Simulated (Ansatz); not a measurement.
`OC(F)(Cl)[TeH]` + H₂ → `OC(F)Cl` + H₂Te  (hydrogenolysis of a C–Te bond)

Calculated with Ansatz (gas phase, PBE0-D4/def2-TZVP geometries, no zero-point term in ΔE). CBS: MP2 limit from def2 TZ/QZ plus the TZ coupled-cluster correction, frozen cores. This one scheme is used for every species. DFT in def2-TZVPP. HSE06 is defined as in plane-wave codes. def2 core potentials past Kr. For Te outer-core shells are correlated without core-valence functions, which leaves a few kJ/mol of doubt a bond. One conformer a species, not always the lowest.

(1) Is it downhill or uphill in electronic energy at CCSD(T)/CBS, and by how much? (An estimate is asked.)

(2) What do these levels give: PBE-D4, B97M-V, HSE06-D4, CCSD/def2-TZVPP, CCSD(T)/def2-TZVPP, HF/def2-QZVPP? (An estimate is asked.)

Largest T1 diagnostic among the species: 0.012.

Results:

(1) Ansatz gave: Downhill: ΔE = -83.8 kJ/mol.

(2) Ansatz gave: PBE-D4 -78.4, B97M-V -94.4, HSE06-D4 -91.5, CCSD/def2-TZVPP -103.2, CCSD(T)/def2-TZVPP -93.6, HF/def2-QZVPP -135.5 kJ/mol.

The D4 term adds +14.6 kJ/mol with B3LYP and +7.6 kJ/mol with PBE0; it sums over pairs of atoms, weighted by their polarisabilities, and B3LYP, whose exchange is more repulsive, gets the larger term. At CCSD(T), def2-SVP lies −22.2 kJ/mol from the extrapolated value and def2-TZVPP −9.7 kJ/mol.

B3LYP here is the variant with VWN-RPA as its local correlation; programs differ in this.
